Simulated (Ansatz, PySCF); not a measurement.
The pair A = H2O (SMILES O) (first 3 atoms), B = HCl (SMILES Cl); geometry from B3LYP-D3(BJ)/def2-TZVP.
(charge 0, multiplicity 1):
```xyz
5

O      0.21157     0.56182     0.17731
H      0.72368    -0.15698    -0.20990
H     -0.66149     0.51655    -0.22834
Cl     0.08215     0.38190     3.31641
H      0.15798     0.50223     2.01991
```

Cores are frozen in the correlated methods. CBS(a, b) extrapolates the correlation energy as X⁻³ and adds the Hartree–Fock energy of set b. MP2 and its Hartree–Fock in aug-cc-pV(Q+d)Z are density fitted.

Codes used: Ansatz (Gaussian orbitals); PySCF for the dispersion terms. 

The monomers are drawn apart, rigid, along the line of their centres of mass. Counterpoise-corrected interaction energies (kcal/mol):

```csv
level,R = 3.890 Å,R = 4.628 Å
PBE/def2-TZVPPD,-3.3942,-1.5850
PBE-D3(BJ)/def2-TZVPPD,-3.7014,-1.7257
wB97M-V/def2-TZVPPD,-3.4026,-1.6271
"MP2/CBS(aug-cc-pV(T+d)Z, aug-cc-pV(Q+d)Z) + ΔCCSD(T)/aug-cc-pV(T+d)Z",-3.4514,-1.6434
```

Task: R is the distance of the centres of mass. Find the local exponent m of E ∝ R⁻ᵐ between the two points.

Result: 
m = ln(E₁/E₂)/ln(R₂/R₁): PBE/def2-TZVPPD 4.4; PBE-D3(BJ)/def2-TZVPPD 4.4; wB97M-V/def2-TZVPPD 4.2; MP2/CBS(aug-cc-pV(T+d)Z, aug-cc-pV(Q+d)Z) + ΔCCSD(T)/aug-cc-pV(T+d)Z 4.3. For scale, two fixed dipoles give m = 3, dipole and quadrupole 4, quadrupoles 5, and dispersion or dipole-induced dipole 6 at long range; at these distances several terms mix, and what is left of overlap and damping shifts m, so it need not match one of them.

Ansatz is a quantum-chemistry and plane-wave program.
